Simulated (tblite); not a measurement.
Species: C6H13NSi.
Geometry (GFN2-xTB, Å), atoms numbered from 1 in this order:
```
atom  x, y, z in Å
C1     3.353    0.769   -0.255
C2     2.128    0.591   -0.736
C3     1.003   -0.012   -0.028
C4     1.248   -0.531    1.366
N5    -0.091   -0.027   -0.673
C6    -1.335   -0.514   -0.199
C7    -2.138   -1.044   -1.386
Si8   -2.226    0.980    0.624
H9     3.640    0.471    0.739
H10    4.125    1.229   -0.848
H11    1.883    0.913   -1.739
H12    1.465    0.304    2.030
H13    0.383   -1.062    1.754
H14    2.104   -1.204    1.367
H15   -1.237   -1.323    0.545
H16   -2.225   -0.274   -2.148
H17   -3.134   -1.347   -1.070
H18   -1.635   -1.903   -1.827
H19   -1.437    1.412    1.779
H20   -3.551    0.529    1.056
H21   -2.332    2.061   -0.351
```

Computed values, GFN2-xTB/tblite, gas phase, harmonic and unscaled. Against measured fundamentals such values can be off by several per cent, at times by over 20. Modes of hydrogen on silicon can be 10 to 20 % off. One conformer, not necessarily the lowest.

Harmonic wavenumbers (cm⁻¹): 46.1, 58.1, 104.6, 107.9, 142.7, 167.6, 201.7, 228.9, 308.1, 318.1, 368.6, 454.5, 462.4, 536.7, 557.1, 563.5, 658.4, 696.1, 763.1, 777.1, 781.0, 816.5, 891.7, 946.1, 979.5, 994.2, 1006.1, 1016.0, 1042.2, 1104.6, 1133.3, 1193.5, 1254.3, 1276.0, 1315.2, 1380.0, 1403.9, 1414.3, 1476.6, 1486.3, 1488.4, 1507.3, 1660.6, 1685.2, 2252.3, 2258.4, 2305.0, 2803.1, 3011.6, 3012.2, 3022.6, 3025.8, 3045.3, 3050.1, 3075.5, 3106.6, 3128.4.

A = 2955, B = 879.4, C = 807.8 MHz; mass 127.082 u (most abundant isotopes); point group C1, symmetry number 1.

Problem. Zero-point energy?

Solution. ½Σν̃ = 36936 cm⁻¹ = 105.60 kcal/mol.

Problem. Entropy at 350 K, 1 bar (ideal gas, RRHO, classical rotation)?

Solution. Translation 41.26, rotation 29.89, vibration 41.09: S = 112.2 cal/(mol K).

Problem. And Cp and H(350 K) − H(0)?

Solution. Cp = 48.94 cal/(mol K), of which vibrations give 40.99 (their classical limit is 57 R = 113.3); H(350 K) − H(0) = 10.21 kcal/mol without the zero-point energy, 7.43 from vibrations.

Problem. What must be added to the electronic energy to get the Gibbs energy at 350 K and 1 bar?

Solution. ZPE + [H(350 K) − H(0)] − T·S = 105.60 + 10.21 − 39.28 = 76.53 kcal/mol.

Problem. Which modes carry the vibrational entropy at 350 K?

Solution. 46.1 cm⁻¹: 5.30; 58.1 cm⁻¹: 4.84; 104.6 cm⁻¹: 3.68; 107.9 cm⁻¹: 3.62; 142.7 cm⁻¹: 3.08; 167.6 cm⁻¹: 2.77 cal/(mol K); the other 51 give 17.82 together.

Problem. Blend soft modes into free rotors: weight 1/[1 + (100 cm⁻¹/ν̃)⁴] for the oscillator and the rest for a rotor with moment μB/(μ + B), μ = h/(8π²ν), B = 10⁻⁴⁴ kg m². What vibrational entropy results?

Solution. 37.78 cal/(mol K) in place of 41.09, which changes −T·S at 350 K by +1.16 kcal/mol.

Hindered rotation and anharmonicity are outside this model. Other conformers, if any are populated, would add a mixing term that is left out. The structure is chiral; the term R ln 2 for an equal mix with its mirror image is left out.
